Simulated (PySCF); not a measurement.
## Radial density of Re (rhenium, neutral)

UHF, [Xe] 4f14 5d7, high-spin 4F determinant (an excited configuration). Calculation: PySCF 2.14, in aug-cc-pVTZ-PP with one added diffuse shell each of s, p, d, f, g type with ECP60MDF (7s7p6d4f3g, 113 functions); a scalar-relativistic core potential. This is the valence pseudo-density: the core potential removes the inner electrons and smooths the orbitals near the nucleus.

| r (bohr) | 4πr²ρ (e/bohr) | 4πr²(ρα − ρβ) |
| --- | --- | --- |
| 0.138 | 1.078e-05 | 0.0000 |
| 0.232 | 0.0005297 | 0.0001 |
| 0.391 | 0.06437 | 0.0022 |
| 0.657 | 3.645 | 0.1168 |
| 1.11 | 12.01 | 1.3992 |
| 1.86 | 5.004 | 1.5828 |
| 3.13 | 1.039 | 0.3726 |
| 5.26 | 0.1061 | 0.0093 |
| 8.85 | 0.002551 | -0.0010 |

Energies and moments cover only the electrons outside the core potential. Spin-orbit coupling, absent here, splits the open shell strongly.
